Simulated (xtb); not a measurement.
Mo(O)2(NH2)(Me) (CH₅MoNO₂), SMILES [CH3][Mo]([NH2])(=[O])=[O], multiplicity 1. All values are semi-empirical tight-binding results from xtb (GFN2-xTB unless named), good for trends rather than for accurate numbers. Coordinates come from a GFN2-xTB optimisation. The spin state was assumed, not searched. The structure was generated by enumeration; whether it is a known compound was not checked. One conformer was computed; it need not be the lowest.

Optimised geometry:

```xyz
10

Mo     0.1642    -0.0679    -0.0378
O      1.0464     1.0178    -0.8858
O      0.7195    -0.9508     1.2225
N     -1.0481    -1.0284    -1.1233
H     -1.2890    -0.8143    -2.0947
H     -1.4761    -1.9306    -0.8984
C     -1.1341     1.2761     1.0156
H     -0.5633     1.9422     1.6737
H     -1.8520     0.7419     1.6514
H     -1.7023     1.9193     0.3308
```

For metal compounds this method's bond lengths and energies can be far off.

Computed properties:
The orbital gap comes out as 3.55 eV and the zero-point energy comes out as 39.8 kcal/mol. The G − E(el) at 298.15 K (modified RRHO) comes out as 19.6 kcal/mol.

Problem. Give the atomic charges and the Wiberg bond orders between heavy atoms. (The exact figures need the calculation; the answer reports its results.)

Solution. charges (e) Mo1 0.93, O2 -0.51, O3 -0.51, N4 -0.39, H5 0.21, H6 0.21, C7 -0.21, H8 0.10, H9 0.09, H10 0.08. Bond orders Mo1–O2 2.09, Mo1–O3 2.09, Mo1–N4 1.38, Mo1–C7 1.08.
